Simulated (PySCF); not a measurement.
C₄H₄F₄OS.
SMILES: `O(C(F)(F)C(F)F)[C@@H]1SC1`

The closed-shell SCF was solved with PySCF and density fitting under several settings on one GFN2-xTB geometry (grid level 2 and gas phase unless stated).

```csv
settings,basis functions,SCF cycles,E (Eh),HOMO (eV),LUMO (eV),dipole (D)
PBE0/pcSseg-1,197,14,-1026.7499,-7.15,-0.13,1.58
PBE0/def2-SVPD,254,14,-1026.2698,-7.19,-0.35,1.49
"mPW1PW91/pcseg-1, IEF-PCM chloroform, energy threshold 1e-08 Eh, fitting basis def2-universal-jkfit",164,9,-1027.3152,-7.18,-0.13,1.96
BHandHLYP/3-21G,102,12,-1021.8798,-8.30,1.33,1.77
"PBE0/def2-SVPD, grid level 1",254,10,-1026.2698,-7.19,-0.35,1.49
```

Problem. Estimate the rows for these settings: (1) BP86/def2-SVP; (2) PBE0/cc-pVDZ.

Solution. 
| settings | basis functions | SCF cycles | E (Eh) | HOMO (eV) | LUMO (eV) | dipole (D) |
| --- | --- | --- | --- | --- | --- | --- |
| BP86/def2-SVP | 164 | 14 | -1027.0234 | -5.77 | -0.93 | 1.42 |
| PBE0/cc-pVDZ | 164 | 14 | -1026.8559 | -6.98 | 0.15 | 1.49 |

Problem. Over all rows, what range does the HOMO–LUMO gap span?

Solution. From 4.84 eV (BP86/def2-SVP) to 9.63 eV (BHandHLYP/3-21G). The functional of the narrowest has no exact exchange, that of the widest 50 % exact exchange.

Problem. Compare two rows with the functional PBE0: PBE0/cc-pVDZ and PBE0/def2-SVPD, grid level 1. Which energy is lower, and by how much?

Solution. PBE0/cc-pVDZ (164 functions) lies 0.5861 Eh or 368 kcal/mol below PBE0/def2-SVPD, grid level 1 (254 functions). The smaller set gives the lower energy; the two sets aren't nested, so the variational bound doesn't order them by size.

Cycle counts include a coarse-grid stage where the run had one. The structure is a single GFN2-xTB conformer; no vibrational corrections.

Conformer computed: `[F:1][CH:2]([F:3])[C:4]([F:5])([F:6])[O:7][C@H:8]1[CH2:9][S:10]1`: F1–C2–C4–F5 -175°, C2–C4–O7–C8 180°, C4–O7–C8–C9 -171°.
